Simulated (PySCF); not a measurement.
Numbering as in the mapped SMILES `[N:1]#[C:2][SiH2:3][O:4]/[CH:5]=[CH:6]\[F:7]`; H(Xn) means a hydrogen on atom n.

Geometry: PBE0-D3(BJ)/def2-SVP; GIAO shifts from PySCF, gas phase, non-relativistic, averaged over equivalent atoms.

At PBE0/STO-3G (43 basis functions, 2.9 s wall time on 1 thread of an Intel Xeon 6975P-C, shared host):
| atoms | δ (ppm) |
| --- | --- |
| N1 | 264.0 |
| C6 | 113.1 |
| C5 | 109.8 |
| C2 | 98.1 |
| Si3 | -51.0 |
| O4 | -20.9 |
| F7 | -72.2 |
| H(C5) | 5.55 |
| H(C6) | 5.23 |
| H(Si3) | 3.52 |

Scale: $^{15}$N (294.71 ppm) vs NH3; $^{13}$C (234.69 ppm) and $^{29}$Si (517.60 ppm) and $^{1}$H (32.60 ppm) against TMS; $^{17}$O (341.71 ppm) against H2O; $^{19}$F (304.40 ppm) vs CFCl3 (reference shieldings calculated alike).

Predict the values at OPBE/pcSseg-1 on the same geometry.

Answers


| atoms | δ at OPBE/pcSseg-1 | change |
| --- | --- | --- |
| N1 | 350.3 | +86.3 |
| C6 | 138.3 | +25.2 |
| C5 | 125.6 | +15.8 |
| C2 | 116.5 | +18.4 |
| Si3 | -48.9 | +2.1 |
| O4 | 83.9 | +104.8 |
| F7 | -166.8 | -94.6 |
| H(C5) | 5.82 | +0.27 |
| H(C6) | 6.59 | +1.36 |
| H(Si3) | 5.14 | +1.62 |

Referencing at the same level of theory: $^{15}$N (264.09 ppm) vs NH3; $^{13}$C (185.13 ppm) and $^{29}$Si (360.29 ppm) and $^{1}$H (31.23 ppm) against TMS; $^{17}$O (332.03 ppm) against H2O; $^{19}$F (155.97 ppm) against CFCl3.

The largest change is at O4 (oxygen bonded to C, Si). Cost: 146 basis functions, 14 s wall time on 1 thread of an Intel Xeon 6975P-C, shared host. The order of the carbon signals is the same at both levels.

Unscaled 19F shifts against computed CFCl3 carry errors that often reach 10 to 50 ppm. Experimental scales use liquid or dissolved standards, which lie at an offset from isolated NH3 (liquid NH3: subtract about 20 ppm) and H2O (liquid H2O: subtract about 36 ppm). Unscaled 15N shifts of sp2 nitrogen come out 20 to 40 ppm too high even then.
